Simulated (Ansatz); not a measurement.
[Se4]2- (Se₄²⁻) was relaxed with PBE0-D4 (def2-SVPD) in Ansatz in these states: charge -1 doublet, charge -2 singlet. The geometries follow in no particular order.

A multiply charged anion in the gas phase is held together partly by the finite basis. Removing one electron lowers the energy by 1.19 eV at PBE0-D4/def2-TZVPD, so it isn't bound.

A:

Cartesian coordinates in Å:
```
Se -2.054 1.186 -1.500
Se -0.402 1.317 0.181
Se 0.245 -0.785 1.116
Se 2.211 -1.718 0.203
```

B:

```tsv
atom	x (Å)	y (Å)	z (Å)
Se1	0.986	2.470	0.976
Se2	0.790	0.748	-0.486
Se3	-0.779	-0.754	0.491
Se4	-0.997	-2.464	-0.981
```

Question: Judge from the bond lengths which geometry belongs to which state (an estimate).

Answer: A is the charge -2 singlet (Se1–Se2 2.361 Å, Se3–Se4 2.361 Å, Se2–Se3 2.389 Å); B is the charge -1 doublet (Se1–Se2 2.267 Å, Se3–Se4 2.267 Å, Se2–Se3 2.382 Å).

At PBE0-D4/def2-SVPD the highest occupied level of the charge -2 singlet lies above zero (up to 2.61 eV). By energy differences it is unbound by 1.19 eV (vertical, against the charge -1 doublet, at PBE0-D4/def2-TZVPD) and held by the finite basis.
